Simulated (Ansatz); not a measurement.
Ba2Te3, relaxed as a singlet with RKS PBE0-D4/def2-SVP in Ansatz, starting from the GFN1-xTB geometry. Force threshold 0.02 eV/Å.

In the def2 sets Ba, Te take a core potential; there is no spin–orbit coupling. The structure comes from a short search, and lower isomers may exist.

Start:

```tsv
atom	x (Å)	y (Å)	z (Å)
Ba1	-1.5846	0.2561	-1.9603
Ba2	-0.2884	-0.4739	1.7915
Te3	2.6749	-0.3934	0.8014
Te4	-1.8110	1.9921	0.5696
Te5	1.0091	-1.3809	-1.2022
```

Problem. Estimate the energy that the relaxation releases and the steps that it takes.

Solution. 27.9 kcal/mol, in 12 steps; 36 s on 4 threads of Intel Xeon 6975P-C on a shared host. No frequencies were taken in this run, so the end may be a saddle point.

Problem. Does the start keep its bonding?

Solution. Bonds formed: Ba1–Te3 (atoms count from 1). The end is the same structure that another start reached, the lowest one found.

Problem. Predict the relaxed structure.

Solution. 
```xyz
5

Ba   -0.449    0.879   -1.885
Ba   -0.221   -0.405    2.077
Te    2.286    0.056   -0.114
Te   -2.214    1.562    0.634
Te    0.600   -2.091   -0.712
```
Bond lengths (bridged metal pairs left out): 6 × Ba–Te 3.15 to 3.36 Å; 1 × Te–Te 2.79 Å.
